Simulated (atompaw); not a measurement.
**Building the PAW (atompaw) potential for Hf (LDA (PW92), scalar-relativistic).**

```json
{
 "Element": "hafnium",
 "Generator": "atompaw 4.2.0.5",
 "Type": "PAW",
 "Functional": "LDA (PW92)",
 "Relativity": "scalar-relativistic",
 "Frozen core": "[Kr] 4d10 4f14",
 "Valence charge": "12",
 "Reference configuration": "5s2 5p6 5d2 6s2 6p0",
 "Partial waves": "5s (bound): rc 1.85 bohr; 6s (bound): rc 0.65 bohr; 5p (bound): rc 1.95 bohr; 6p (bound, empty): rc 2.65 bohr; 5d (bound): rc 1.90 bohr; 5d channel at 1.35 Ry: rc 1.90 bohr",
 "Local potential": "bessel scheme, radius 1.18 bohr",
 "Core correction": "smooth core density matched at 2.15 bohr",
 "Augmentation charge": "besselshape compensation charge, radius 2.15 bohr; PAW radius 2.65 bohr; waves and projectors: custom rrkj vanderbiltortho"
}
```

Poles of the logarithmic derivatives, all-electron (AE) and pseudo (PS). s: poles at -4.9, 2.5 (AE) and -4.9, -3.7, 2.5 (PS) Ry. p: poles at -2.5, 4.1 (AE) and -2.5, 2.3 (PS) Ry. d: poles at 0.6 (AE) and 0.6 (PS) Ry. Test radius 2.66 bohr.

- Cutoffs needed: 80 Ry and 100 Ry (the cutoffs (Ry, on a coarse ladder) from which the occupation-weighted sum of valence levels, in a spherical-Bessel basis at the reference potential, stays within 10 and 1 mRy of its value at 400 Ry)
- Ghost test: ghost state, extra bound levels that the all-electron valence spectrum of the same l lacks: s at -50.8 eV; a true bound ghost makes a file unfit for plane-wave use (spherical-Bessel basis up to 400 Ry, 20 bohr box)
- Lowest eigenvalue of the overlap operator: 0.01 (s channel)
- Overlap eigenvalues printed by atompaw (projector basis): 0.0118, 0.564, 0.583, 12.1, 125, 1.77e+03
- Share of each valence orbital outside the PAW sphere: 5s 0 %, 6s 72 %, 5p 1 %, 6p 93 %, 5d 36 %
